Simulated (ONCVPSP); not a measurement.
## Scattering properties, ONCV potential for Rb (Z = 37)

ONCVPSP 4.0.1 input, shortened (lines: element, Z, core and valence counts, functional; n l f; lmax; l rc ep ncon nbas qcut; lloc lpopt rc5 dvloc0; l nproj debl; icmod fcfact rcfact), PBE, scalar-relativistic:

```
  Rb 37.00    7    2        4      upf
    1    0    2.00
    2    0    2.00
    2    1    6.00
    3    0    2.00
    3    1    6.00
    3    2   10.00
    4    0    2.00
    4    1    6.00
    5    0    1.00
    2
    0    3.50    0.00    3    7    1.50
    1    2.20    0.00    4    7    5.50
    2    2.20    0.31    4    7    4.10
    2    5    2.20    0.00
    0    2    1.20
    1    3    3.50
    2    0    1.40
    3    4.00    1.65
```

The phase is arctan(r·R′/R) of the radial function R(r), unwrapped; energies in Ha, scanned from -2 to 5 Ha. A pole is an energy at which the radial function vanishes at the test radius. The pseudo phase is shifted by a multiple of π to meet the all-electron one at the reference energy, and phase errors are pseudo minus all-electron; the curves can meet again beyond the range given. Levels narrower than the energy grid can be missing from the lists of poles.

A narrow feature of the pseudo curve, probably an extra level, lies near 0.00 Ha in the s channel; the grid steps over it, so the window and error are not given (n/a).

```tsv
channel	radius (bohr)	reference energy (Ha)	poles, all-electron	poles, pseudo	unbroken range about the reference energy with phases within 0.05 rad	phase error 1 Ha above the reference energy (rad)
s	3.55	-0.08	-1.16, 0.74, 3.25	0.74, 2.35, 4.69	n/a	n/a
p	2.24	-0.59	-0.07, 4.74	-0.07, 4.73	the whole range	-0.001
d	2.24	0.31	1.25	1.28	below 2.3	+0.006
```

Note: no bound ghost flagged; GHOST(+) flagged for s at 0.76 eV.

Phases in the d channel:

```json
{"E (Ha)": "-1.98", "all-electron": "1.273", "pseudo": "1.274"}
{"E (Ha)": "-1.80", "all-electron": "1.253", "pseudo": "1.254"}
{"E (Ha)": "-1.62", "all-electron": "1.228", "pseudo": "1.230"}
{"E (Ha)": "-1.44", "all-electron": "1.198", "pseudo": "1.200"}
{"E (Ha)": "-1.26", "all-electron": "1.161", "pseudo": "1.163"}
{"E (Ha)": "-1.08", "all-electron": "1.111", "pseudo": "1.113"}
{"E (Ha)": "-0.90", "all-electron": "1.042", "pseudo": "1.045"}
{"E (Ha)": "-0.72", "all-electron": "0.942", "pseudo": "0.947"}
{"E (Ha)": "-0.54", "all-electron": "0.787", "pseudo": "0.792"}
{"E (Ha)": "-0.36", "all-electron": "0.527", "pseudo": "0.533"}
{"E (Ha)": "-0.18", "all-electron": "0.094", "pseudo": "0.100"}
{"E (Ha)": "0.00", "all-electron": "-0.452", "pseudo": "-0.449"}
{"E (Ha)": "0.18", "all-electron": "-0.877", "pseudo": "-0.876"}
{"E (Ha)": "0.36", "all-electron": "-1.133", "pseudo": "-1.133"}
{"E (Ha)": "0.54", "all-electron": "-1.288", "pseudo": "-1.287"}
{"E (Ha)": "0.72", "all-electron": "-1.391", "pseudo": "-1.389"}
{"E (Ha)": "0.90", "all-electron": "-1.465", "pseudo": "-1.462"}
{"E (Ha)": "1.08", "all-electron": "-1.523", "pseudo": "-1.519"}
{"E (Ha)": "1.26", "all-electron": "-1.572", "pseudo": "-1.567"}
{"E (Ha)": "1.44", "all-electron": "-1.617", "pseudo": "-1.609"}
{"E (Ha)": "1.62", "all-electron": "-1.660", "pseudo": "-1.649"}
{"E (Ha)": "1.80", "all-electron": "-1.705", "pseudo": "-1.690"}
{"E (Ha)": "1.98", "all-electron": "-1.756", "pseudo": "-1.734"}
{"E (Ha)": "2.16", "all-electron": "-1.818", "pseudo": "-1.785"}
{"E (Ha)": "2.34", "all-electron": "-1.901", "pseudo": "-1.850"}
{"E (Ha)": "2.52", "all-electron": "-2.025", "pseudo": "-1.938"}
{"E (Ha)": "2.70", "all-electron": "-2.234", "pseudo": "-2.071"}
{"E (Ha)": "2.88", "all-electron": "-2.626", "pseudo": "-2.298"}
{"E (Ha)": "3.06", "all-electron": "-3.265", "pseudo": "-2.714"}
{"E (Ha)": "3.24", "all-electron": "-3.825", "pseudo": "-3.339"}
{"E (Ha)": "3.42", "all-electron": "-4.131", "pseudo": "-3.853"}
{"E (Ha)": "3.60", "all-electron": "-4.297", "pseudo": "-4.138"}
{"E (Ha)": "3.78", "all-electron": "-4.398", "pseudo": "-4.297"}
{"E (Ha)": "3.96", "all-electron": "-4.465", "pseudo": "-4.395"}
{"E (Ha)": "4.14", "all-electron": "-4.514", "pseudo": "-4.462"}
{"E (Ha)": "4.32", "all-electron": "-4.551", "pseudo": "-4.510"}
{"E (Ha)": "4.50", "all-electron": "-4.580", "pseudo": "-4.547"}
{"E (Ha)": "4.68", "all-electron": "-4.604", "pseudo": "-4.577"}
{"E (Ha)": "4.86", "all-electron": "-4.625", "pseudo": "-4.601"}
```
